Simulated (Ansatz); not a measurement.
# H$_{2}$ ··· Si$_{2}$NH$_{7}$

The pair of H$_{2}$ (SMILES [H][H], atoms 1–2) and Si$_{2}$NH$_{7}$ (SMILES [SiH3]N[SiH3], atoms 3–12), both closed shells, in one local arrangement (a lower one may exist), relaxed at PBE0-D4/def2-TZVP:

```
12
angstrom
H -1.0885 -0.5468 -3.7976
H -0.8971 0.1737 -3.8401
Si 1.1359 -0.0569 2.0078
N -0.3129 0.1905 1.1038
Si -0.5620 0.0691 -0.5998
H 2.1193 -0.7019 1.1031
H 0.8801 -0.9314 3.1846
H 1.7177 1.2142 2.5232
H -1.1075 0.5158 1.6375
H 0.6384 -0.5839 -1.1770
H -0.7485 1.3977 -1.2479
H -1.7749 -0.7399 -0.8976
```

Computed with Ansatz 0.2.0 (basis: def2-TZVPPD, with def2-QZVPPD for the basis limit); correlated methods freeze the cores. B3LYP uses VWN-RPA correlation. Extrapolation: Hartree–Fock as exp(−7.88 √X), correlation as X^−2.97. Interaction energies count from these two fragments, frozen as in the pair, with the counterpoise correction; negative means bound.

Task: What is the interaction energy by CCSD(T) at an estimated basis limit (MP2 extrapolated from triple and quadruple zeta, plus CCSD(T) − MP2 in triple zeta)? (To be estimated.)

Result: The calculation gives: -0.53 kcal/mol. Hartree–Fock alone gives 0.38 kcal/mol at the basis limit, so without correlation the pair would not bind at this distance. It counts from the two fragments frozen as in the pair.

The same quantity by other methods in triple zeta, and each one's difference from that estimate:
```tsv
method	E_int (kcal/mol)	difference
PBE-D4	-0.78	-0.26
revPBE-D4	-0.59	-0.07
BLYP-D4	-0.36	0.17
r2SCAN-D4	-0.34	0.19
B97M-V	-0.56	-0.04
PBE0-D4	-0.67	-0.15
B3LYP-D4	-0.46	0.06
HSE06-D4	-0.68	-0.15
wB97X-V	-0.57	-0.04
wB97M-V	-0.54	-0.02
B2PLYP	-0.04	0.49
HF	0.38	0.91
MP2	-0.35	0.18
CCSD	-0.32	0.21
CCSD(T)	-0.41	0.12
```
Differences are method less estimate.

Task: Which atoms make the shortest contact between the fragments?

Result: H2 and H11, 2.87 Å apart.

Basis-set superposition shift (counterpoise-corrected less uncorrected): CCSD(T) 0.09; MP2 0.10; HF 0.03; PBE0-D4 0.02; wB97M-V 0.02 kcal/mol.

The T1 diagnostic stays at or below 0.011.

For scale, one of the runs: CCSD(T)/def2-TZVPPD, 286 basis functions, launched by `ansatz run in.yaml --threads 4 --pin off --events-out ev --progress --plain --max-ram 9574MiB`. Time: 37 s of wall clock on 4 CPU threads of an Intel Xeon 6975P-C; the host was shared. Peak host memory: 8.4 GiB.
